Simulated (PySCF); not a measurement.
H3OSi, SMILES [O][SiH3], multiplicity 2.

Geometry: B3LYP-D3(BJ)/def2-TZVP. The isomer is the one that the SMILES or the coordinates give; other isomers of the formula were not compared.

The numbers are results of CAM-B3LYP/def2-TZVPD run with PySCF, not measurements.

Isolated molecule, no solvent.

Computed frontier levels, dipole moment and polarisability:
| Property | Result |
|---|---|
| α spin, highest occupied and lowest empty level | -10.75 and 0.57 eV |
| β spin, highest occupied and lowest empty level | -10.31 and -3.66 eV |
| dipole moment | 1.73 D |
| quadrupole, principal values (traceless, Buckingham form, about the centre of nuclear charge) | -2.39, 0.12, 2.27 D·Å |
| mean static polarisability | 33.5 bohr³ (4.96 Å³) |
| polarisability, principal values | 30.9, 33.4, 36.1 bohr³ |
| ⟨S²⟩ | 0.755 (pure state 0.75) |
